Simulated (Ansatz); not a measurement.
# Forces away from equilibrium

AlH₅Se (SMILES [AlH3-][SeH2+]), singlet, displaced at random from a GFN2-xTB minimum.

```
7
angstrom
Al -0.7098 -0.6125 -0.6663
Se 0.9737 0.1863 1.1509
H -0.3696 -2.1465 -0.5643
H -1.9572 -0.0538 0.0984
H -0.0428 0.1723 -1.7628
H 1.9129 0.8438 0.2999
H 0.2870 1.4417 1.3682
```

Ansatz 0.2.0; basis: def2-TZVPP; cores frozen in the correlated methods. Filled d shells of the heavier atoms are correlated. The def2 sets are not built for correlating such inner shells, so the correlated values are less sure here.

CCSD(T) forces from the calculation:
```csv
atom,Fx,Fy,Fz (eV/Å)
Al1,-0.269,-0.705,0.646
Se2,-0.127,-0.416,0.806
H3,-0.049,-0.259,-0.028
H4,-0.358,0.106,0.079
H5,0.388,0.711,-1.110
H6,0.611,0.275,-0.531
H7,-0.197,0.289,0.139
```

**Question.** Which atom feels the largest CCSD(T) force, and how large is it?

**Answer.** H5, 1.37 eV/Å, along (0.28, 0.52, -0.81).

Root-mean-square difference of the force components from those of CCSD(T): PBE0-D4 0.065; wB97M-V 0.045; r2SCAN-D4 0.061; PBE-D4 0.190; wB97X-V 0.017; B97M-V 0.027 eV/Å.

T1 diagnostic: at most 0.009.

For scale, one of the runs: CCSD(T)/def2-TZVPP forces, 160 basis functions (an equivalent command: `ansatz run in.yaml --threads 4`). Hardware: 4 CPU threads, shared host. Wall time 62 s; peak host memory 2 GiB.
